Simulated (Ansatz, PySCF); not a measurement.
System: CH4BO, net charge 0, doublet state. It need not be the lowest isomer of its formula. 
Coordinates optimised at B3LYP-D3(BJ)/def2-TZVP (Ansatz, a program for electronic structure):
```
O
C 1 1.3516
B 1 1.3592 2 124.33
H 2 1.0768 1 116.03 3 180.00
H 2 1.0810 4 124.75 1 180.00
H 3 1.1888 1 116.49 2 -180.00
H 3 1.1956 6 123.94 1 -180.00
```
Charge 0, spin multiplicity 2.

Dipole moments at this geometry, in debye (magnitudes).

| level | program | dipole (D) |
|---|---|---|
| SVWN5/def2-TZVPD | Ansatz | 1.24 |
| revPBE/def2-TZVPD | Ansatz | 1.20 |
| BP86/def2-TZVPD | PySCF | 1.20 |
| r2SCAN/def2-TZVPD | Ansatz | … |
| r2SCANh/def2-TZVPD | Ansatz | 1.12 |
| r2SCAN0/def2-TZVPD | Ansatz | 1.07 |
| M06-2X/def2-TZVPD | PySCF | 1.04 |
| wB97X-V/def2-TZVPD | Ansatz | 0.97 |
| CCSD(T)/aug-cc-pVDZ | Ansatz | … |

Complete the blanks.


- r2SCAN/def2-TZVPD, dipole (D): 1.16
- CCSD(T)/aug-cc-pVDZ, dipole (D): 1.02
